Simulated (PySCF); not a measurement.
Isomers of C7H11ClSi2, mass 186.009 u with the commonest isotopes. Theory: PBE0/pcSseg-1 in PySCF (dipole) on a GFN2-xTB geometry, gas phase. One conformer each, none proved a minimum here; rigid rotors.

Task: Order these by rotational constant A, largest first.
A. `[CH2:1]=[C:2]([CH3:3])[Si@H:4]1[CH:5]=[CH:6][SiH2:7][C:8]([Cl:9])=[CH:10]1` with C1–C2–Si4–C5 119°, C2–Si4–C5–C6 99°, C5–C6–Si7–C8 15°, C6–Si7–C8–Cl9 165°, C2–Si4–C10–C8 -99°
B. `[CH2:1]=[CH:2][C:3]1=[CH:4][SiH2:5][CH2:6]/[C:7](=[CH:8]\[Cl:9])[SiH2:10]1` with C1–C2–C3–C4 -174°, C3–C4–Si5–C6 -17°, C4–Si5–C6–C7 51°, Si5–C6–C7–C8 107°, C6–C7–Si10–C3 48°
C. `[Cl:1][C:2]1=[CH:3][Si@@H:4]([CH:5]2[CH2:6][CH2:7]2)[CH:8]=[CH:9][SiH2:10]1` with C3–Si4–C5–C6 -83°
D. `[CH:1]#[C:2][SiH2:3][C@@:4]1([Cl:5])[C@@H:6]2[CH2:7][SiH2:8][C@H:9]1[CH2:10]2` with C2–Si3–C4–Cl5 -67°
E. `[CH:1]#[C:2][Si@@:3]([C:4]#[C:5][SiH3:6])([CH2:7][CH3:8])[CH2:9][Cl:10]` with C2–Si3–C7–C8 178°, C2–Si3–C9–Cl10 -69°

Result: D (1590 MHz), B (1511 MHz), C (1374 MHz), A (1252 MHz), E (1057 MHz).

Task: Order these by out-of-plane moment Σ m c² = (Ia + Ib − Ic)/2, largest first.
A. `[CH2:1]=[C:2]([CH3:3])[Si@H:4]1[CH:5]=[CH:6][SiH2:7][C:8]([Cl:9])=[CH:10]1` with C1–C2–Si4–C5 119°, C2–Si4–C5–C6 99°, C5–C6–Si7–C8 15°, C6–Si7–C8–Cl9 165°, C2–Si4–C10–C8 -99°
B. `[CH:1]#[C:2][SiH2:3][C@@:4]1([Cl:5])[C@@H:6]2[CH2:7][SiH2:8][C@H:9]1[CH2:10]2` with C2–Si3–C4–Cl5 -67°
C. `[Cl:1][C:2]1=[CH:3][Si@@H:4]([CH:5]2[CH2:6][CH2:7]2)[CH:8]=[CH:9][SiH2:10]1` with C3–Si4–C5–C6 -83°
D. `[CH:1]#[C:2][Si@@:3]([C:4]#[C:5][SiH3:6])([CH2:7][CH3:8])[CH2:9][Cl:10]` with C2–Si3–C7–C8 178°, C2–Si3–C9–Cl10 -69°
E. `[CH2:1]=[CH:2][C:3]1=[CH:4][SiH2:5][CH2:6]/[C:7](=[CH:8]\[Cl:9])[SiH2:10]1` with C1–C2–C3–C4 -174°, C3–C4–Si5–C6 -17°, C4–Si5–C6–C7 51°, Si5–C6–C7–C8 107°, C6–C7–Si10–C3 48°
F. `[CH2:1]=[CH:2][C:3]1=[CH:4][SiH2:5][CH2:6]/[C:7](=[CH:8]/[Cl:9])[SiH2:10]1` with C1–C2–C3–C4 -178°, C3–C4–Si5–C6 26°, C4–Si5–C6–C7 -56°, Si5–C6–C7–C8 -121°, C6–C7–Si10–C3 -28°

Result: D (181.46 u·Å²), B (126.69 u·Å²), A (117.71 u·Å²), E (41.99 u·Å²), C (36.23 u·Å²), F (34.72 u·Å²).

Task: Order these by radius of gyration √(Σ m r²/M), largest first.
A. `[Cl:1][C:2]1=[CH:3][Si@@H:4]([CH:5]2[CH2:6][CH2:7]2)[CH:8]=[CH:9][SiH2:10]1` with C3–Si4–C5–C6 -83°
B. `[CH2:1]=[C:2]([CH3:3])[Si@H:4]1[CH:5]=[CH:6][SiH2:7][C:8]([Cl:9])=[CH:10]1` with C1–C2–Si4–C5 119°, C2–Si4–C5–C6 99°, C5–C6–Si7–C8 15°, C6–Si7–C8–Cl9 165°, C2–Si4–C10–C8 -99°
C. `[CH2:1]=[CH:2][C:3]1=[CH:4][SiH2:5][CH2:6]/[C:7](=[CH:8]/[Cl:9])[SiH2:10]1` with C1–C2–C3–C4 -178°, C3–C4–Si5–C6 26°, C4–Si5–C6–C7 -56°, Si5–C6–C7–C8 -121°, C6–C7–Si10–C3 -28°
D. `[CH:1]#[C:2][Si@@:3]([C:4]#[C:5][SiH3:6])([CH2:7][CH3:8])[CH2:9][Cl:10]` with C2–Si3–C7–C8 178°, C2–Si3–C9–Cl10 -69°
E. `[CH:1]#[C:2][SiH2:3][C@@:4]1([Cl:5])[C@@H:6]2[CH2:7][SiH2:8][C@H:9]1[CH2:10]2` with C2–Si3–C4–Cl5 -67°

Result: D (2.937 Å), A (2.686 Å), C (2.608 Å), B (2.520 Å), E (2.307 Å).

```json
{"SMILES": "C=C(C)[Si@H]1C=C[SiH2]C(Cl)=C1", "point group": "C1", "Ia (u·Å²)": "403.53", "Ib (u·Å²)": "895.39", "Ic (u·Å²)": "1063.50", "κ": "-0.77", "μa (D)": "1.71", "μb (D)": "1.03", "μc (D)": "0.24"}
{"SMILES": "C#C[SiH2][C@@]1(Cl)[C@@H]2C[SiH2][C@H]1C2", "point group": "C1", "Ia (u·Å²)": "317.76", "Ib (u·Å²)": "798.82", "Ic (u·Å²)": "863.20", "κ": "-0.91", "μa (D)": "0.15", "μb (D)": "1.52", "μc (D)": "0.71"}
{"SMILES": "ClC1=C[Si@@H](C2CC2)C=C[SiH2]1", "point group": "C1", "Ia (u·Å²)": "367.94", "Ib (u·Å²)": "1010.51", "Ic (u·Å²)": "1305.99", "κ": "-0.77", "μa (D)": "2.06", "μb (D)": "1.09", "μc (D)": "0.30"}
{"SMILES": "C#C[Si@@](C#C[SiH3])(CC)CCl", "point group": "C1", "Ia (u·Å²)": "478.02", "Ib (u·Å²)": "1308.11", "Ic (u·Å²)": "1423.20", "κ": "-0.91", "μa (D)": "1.89", "μb (D)": "0.00", "μc (D)": "0.32"}
{"SMILES": "C=CC1=C[SiH2]C/C(=C\\Cl)[SiH2]1", "point group": "C1", "Ia (u·Å²)": "334.54", "Ib (u·Å²)": "1035.03", "Ic (u·Å²)": "1285.58", "κ": "-0.83", "μa (D)": "1.91", "μb (D)": "0.05", "μc (D)": "0.20"}
{"SMILES": "C=CC1=C[SiH2]C/C(=C/Cl)[SiH2]1", "point group": "C1", "Ia (u·Å²)": "474.33", "Ib (u·Å²)": "825.80", "Ic (u·Å²)": "1230.69", "κ": "-0.39", "μa (D)": "1.27", "μb (D)": "1.09", "μc (D)": "0.52"}
```
